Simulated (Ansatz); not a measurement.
`[SiH3][O][Mg][O][SiH3]` + `C[SiH](N)O` → `C[SiH](N)O[SiH3]` + `[OH][Mg][O][SiH3]`  (ligand exchange at the Si–O bond)

Gas-phase electronic energies from Ansatz, PBE0-D4/def2-TZVP geometries. CBS: MP2 limit from def2 TZ/QZ plus the TZ coupled-cluster correction, frozen cores. Functionals use def2-TZVPP. B3LYP here is the variant with VWN-RPA as its local correlation; programs differ in this. For Mg outer-core shells are correlated without core-valence functions, which leaves a few kJ/mol of doubt a bond. Each species was taken in one conformer, which may not be the lowest.

```tsv
level	ΔE (kJ/mol)
PBE-D4	13.4
r2SCAN-D4	14.2
B3LYP-D4	10.2
CCSD(T)/def2-TZVPP	16.2
```

Problem. What does CCSD(T)/CBS give? (Best estimate.)

Solution. Ansatz gave: +18.4 kJ/mol. The listed levels differ from it by -5.0, -4.2, -8.2, -2.2 kJ/mol.

Largest T1 diagnostic among the species: 0.011.

The D4 term adds −5.4 kJ/mol with B3LYP and −3.3 kJ/mol with PBE0; it sums over pairs of atoms, weighted by their polarisabilities, and B3LYP, whose exchange is more repulsive, gets the larger term.
